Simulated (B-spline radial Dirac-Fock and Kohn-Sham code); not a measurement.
Method: ΔSCF Dirac-Fock with Breit, self-energy and vacuum polarisation, finite nucleus, configuration average. Computed with a radial finite-basis atomic code. The model has no electron correlation.

**Question.** An atom or ion in its tabulated ground configuration has these computed binding energies (the last is its least bound level). Which is it?

```tsv
level	binding energy (eV)
K	45411.4
L1	10736.5
L2,3	10236.4
```

**Answer.** Ce⁵²⁺: Z = 58 with 6 electrons, [He] 2s2 2p2. The hydrogen-like estimate √(E/Ry) = 57.8 for the K level lies 0.2 below Z (screening lowers it, relativity raises it); the outermost level, at 10236.4 eV, fixes the charge.

**Question.** An atom or ion in its tabulated ground configuration has these computed binding energies (the last is its least bound level). Which is it?

```tsv
level	binding energy (eV)
K	64969.2
L1	12525.4
M1	4079.3
M4	3229.5
M5	3176.3
N1	1868.0
N2,3	1720.2
```

**Answer.** Lu³⁷⁺: Z = 71 with 34 electrons, [Ar] 3d10 4s2 4p4. The hydrogen-like estimate √(E/Ry) = 69.1 for the K level lies 1.9 below Z (screening lowers it, relativity raises it); the outermost level, at 1720.2 eV, fixes the charge.
